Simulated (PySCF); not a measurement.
SeF₄, SMILES F[Se](F)(F)F. Atoms are numbered in the order given.

```xyz
5

Se     0.0000     0.0000     0.3264
F      1.1538     1.1538    -0.3083
F      1.1538    -1.1538    -0.3083
F     -1.1538    -1.1538    -0.3083
F     -1.1538     1.1538    -0.3083
```

The structure is a stationary point at PBE0-D3(BJ)/def2-SVP. The geometry has at least one imaginary mode, so it is a saddle point at that level. The isomer is the one that the SMILES or the coordinates give; other isomers of the formula were not compared.

Method: r2SCAN/def2-TZVP run with PySCF.

Symmetry labels are those of the subgroup C2v that the program uses (full group C4v).

Computed valence orbital energies around the gap with their symmetry:
```tsv
orbital	symmetry	energy (eV)
HOMO−7	A2	-11.88
HOMO−6	B1	-11.53
HOMO−5	B2	-11.53
HOMO−4	B1	-10.72
HOMO−3	B2	-10.72
HOMO−2	A2	-10.66
HOMO−1	A2	-9.82
HOMO	A1	-9.61
LUMO	A1	-3.35
LUMO+1	B1	-1.68
LUMO+2	B2	-1.68
LUMO+3	A1	4.80
```
